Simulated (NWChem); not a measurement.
# NbH$_{2}$O$_{3}$Cl; SMILES [OH][Nb](=[O])([Cl])[OH]

```xyz
7

Nb     0.0332    -0.2599     0.0000
O      1.6577    -0.7200     0.0000
Cl    -0.0781     2.0581     0.0000
O     -0.7763    -0.9754    -1.5399
H     -0.4375    -1.4822    -2.2850
O     -0.7763    -0.9754     1.5399
H     -0.4375    -1.4822     2.2850
```
Atoms are numbered in this order, from 1.

Computed with NWChem. All runs use the structure optimised with PBE0/def2-SVP. def2 effective core potentials on Nb; no spin-orbit coupling. Level M06-L/def2-SVP: energy and gradient on several grids; changes count from the extra-fine grid, which is no exact limit either.

```tsv
grid	size of the energy change (μHa)	largest change of a gradient component (μHa/bohr)	time, medium = 1 (rough)
xcoarse	10000	10000	about 1
coarse	200	2000	about 1
medium	80	300	about 1
fine	< 10	100	about 1
xfine	< 10	< 30	2
```
